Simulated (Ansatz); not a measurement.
Frontier orbitals of CH₃Cl₃SSi (`CS[Si](Cl)(Cl)Cl`).

```xyz
9

C    -0.9964    1.1594    0.3825
S    -1.2154   -0.4911   -0.3468
Si    0.7821   -1.1157   -0.3882
Cl    1.9506    0.1205   -1.5120
Cl    0.8040   -2.9801   -1.1843
Cl    1.6125   -1.1587    1.4734
H    -0.5599    1.0891    1.3777
H    -0.3826    1.7889   -0.2600
H    -1.9951    1.5877    0.4577
```

Total charge 0; spin multiplicity 1. Geometry: relaxed with PBE0-D4/def2-TZVP. It is one conformer, not always the lowest. Basis def2-TZVPP, Ansatz 0.2.0.

Orbital energies of one run (eV). Highest occupied ones, from the top: -9.99, -11.48, -11.70, -12.05, -12.12, -12.70, -12.75, -13.03, -13.93, -14.64, -14.89, -15.38, -15.61, -17.62. Empty: 1.69, 2.29, 2.87, 3.19, 3.40, 3.78.

Which functional gave them?
A. ωB97X-V
B. PBE
C. revPBE
D. LC-ωPBE

A. HOMO energies: ωB97X-V -9.99, PBE -6.37, revPBE -6.32, LC-ωPBE -10.36 eV.

LC-ωPBE has ω = 0.4 bohr⁻¹.
